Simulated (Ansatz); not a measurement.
Geometry optimisation, Ansatz 0.2.0, RKS revPBE/def2-SVP.

input.yaml

```yaml
crystal:
  periodic: [false, false, false]
  atoms:
    - { symbol: Se, position_ang: [0.83187, -0.77014, 0.99657] }
    - { symbol: Sb, position_ang: [-0.32, 0.38379, -0.94016] }
    - { symbol: H, position_ang: [1.12947, -1.98516, 0.28436] }
    - { symbol: H, position_ang: [-1.77474, 0.49774, -0.06952] }
    - { symbol: H, position_ang: [0.13339, 1.87377, -0.27125] }
basis:
  gaussian: { orbitals: def2-SVP }
hamiltonian:
  xc: revpbe
relax:
  f_tol: 0.015
  max_steps: 40
```

Launched with:

```bash
$ ansatz run input.yaml --threads 1 --pin off --max-ram 2048MiB --backend cpu --events-out ev --progress --plain --runs-dir out
```

Task: Where does it end, and by what steps?

Result: The run converged. The force dipped under the threshold on the way, but the program's further checks kept it going. After 9 steps the energy has fallen by 0.115 eV; Se1 moved furthest, 0.19 Å.

```tsv
step	energy less start (eV)	largest force component (eV/Å)	accepted
0	0.0000	1.289	yes
1	-0.0525	0.512	yes
2	-0.0828	0.318	yes
3	-0.1120	0.049	yes
4	-0.1144	0.023	yes
5	-0.1118	0.140	no
6	-0.1148	0.009	yes
7	-0.1150	0.063	yes
8	-0.1150	0.043	yes
9	-0.1152	0.001	yes
```

```xyz
5
Properties=species:S:1:pos:R:3
Se 0.759 -0.902 1.116
Sb -0.357 0.347 -0.895
H 1.289 -1.957 0.212
H -1.866 0.594 -0.064
H 0.175 1.918 -0.369
```

The run took 39 s on 1 CPU thread of a shared host.
